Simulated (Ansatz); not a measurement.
Born–Oppenheimer molecular dynamics of F3H3OSi2 (9 atoms, charge 0, multiplicity 1). It starts from a relaxed structure.

Computed with Ansatz 0.2.0, RKS PBE/STO-3G.

```yaml
ensemble: NVE (velocity Verlet)
time_step: 1 fs
steps_asked: 250
starting_velocities_drawn_for: 300 K
seed: 829038
```

First frame:

```xyz
9
Properties=species:S:1:pos:R:3
Si -0.014 -0.021 0.039
O 0.153 -0.376 1.696
Si -1.299 -0.447 2.612
H -2.253 -1.424 2.085
H -0.904 -0.844 3.955
H -1.981 0.847 2.679
F 1.513 0.093 -0.552
F -0.805 1.398 -0.231
F -0.812 -1.208 -0.778
```

How far do the bonds stretch over the last three quarters of this one trajectory? (Pairs bonded in most of those frames.)


| bond | mean (Å) | spread (Å) | shortest | longest |
| --- | --- | --- | --- | --- |
| Si1–O2 | 1.706 | 0.011 | 1.69 | 1.72 |
| Si1–F7 | 1.643 | 0.022 | 1.60 | 1.68 |
| Si1–F8 | 1.650 | 0.024 | 1.61 | 1.70 |
| Si1–F9 | 1.648 | 0.013 | 1.62 | 1.68 |
| O2–Si3 | 1.721 | 0.012 | 1.69 | 1.74 |
| Si3–H4 | 1.466 | 0.022 | 1.43 | 1.50 |
| Si3–H5 | 1.459 | 0.035 | 1.41 | 1.51 |
| Si3–H6 | 1.465 | 0.027 | 1.42 | 1.51 |

Mean temperature of the second half: 152 K. The conserved energy stayed within 0.43 meV per atom of its start (net change 0.25 meV per atom), so the integration is sound. Over the second half the temperature averaged 0.51 of the 300 K drawn at the start: a run that starts near a minimum puts about half its kinetic energy into the potential. A run of 0.25 ps of so small a system gives no equilibrium averages. Limits of this set-up: minimal basis.

Run time: 7.6 min on 1 thread of Arm Neoverse V2 (shared host), peak memory 0.092 GiB.
